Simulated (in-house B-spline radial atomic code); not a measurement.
Ionisation energies with and without relativity, with size and susceptibility from the Dirac run. Dirac energy differences include first-order Breit, QED and recoil terms. NIST's values go from ground level to ground level; the uncertainty of those that are theory runs from under 0.1 % in few-electron ions to several per cent in heavy many-electron ones. Computed with a B-spline radial code for spherical atoms: non-relativistic Hartree-Fock and Dirac-Hartree-Fock, averages of the configuration (point nuclei without relativity, finite nuclei with it).

```tsv
ion	configuration	configuration after	ionisation non-relativistic (eV)	ionisation Dirac Breit and QED (eV)	tabulated value (eV)	tabulated kind	radius at density 0.001 (bohr)	diamagnetic susceptibility (10⁻⁶ cm³/mol)
Tc5+	[Kr] 4d2	[Kr] 4d1	71.72	71.01	72	tabulated theory	2.822	-15.155
Ru5+	[Kr] 4d3	[Kr] 4d2	?	?	?	tabulated theory	?	?
Rh5+	[Kr] 4d4	[Kr] 4d3	78.72	77.93	80	tabulated theory	2.793	-15.811
Pd5+	[Kr] 4d5	[Kr] 4d4	82.20	81.37	84.1	tabulated theory	2.762	-15.982
Ag5+	[Kr] 4d6	[Kr] 4d5	?	?	?	tabulated theory	?	?
Cd5+	[Kr] 4d7	[Kr] 4d6	89.14	88.20	87	tabulated theory	2.691	-16.12
```

(1) Fill in the row of Ru5+.

(2) Fill in the row of Ag5+.

Answers

(1) ionisation non-relativistic (eV): 75.23; ionisation Dirac Breit and QED (eV): 74.48; tabulated value (eV): 76; radius at density 0.001 (bohr): 2.815; diamagnetic susceptibility (10⁻⁶ cm³/mol): -15.545.

(2) ionisation non-relativistic (eV): 85.67; ionisation Dirac Breit and QED (eV): 84.79; tabulated value (eV): 82; radius at density 0.001 (bohr): 2.728; diamagnetic susceptibility (10⁻⁶ cm³/mol): -16.08.
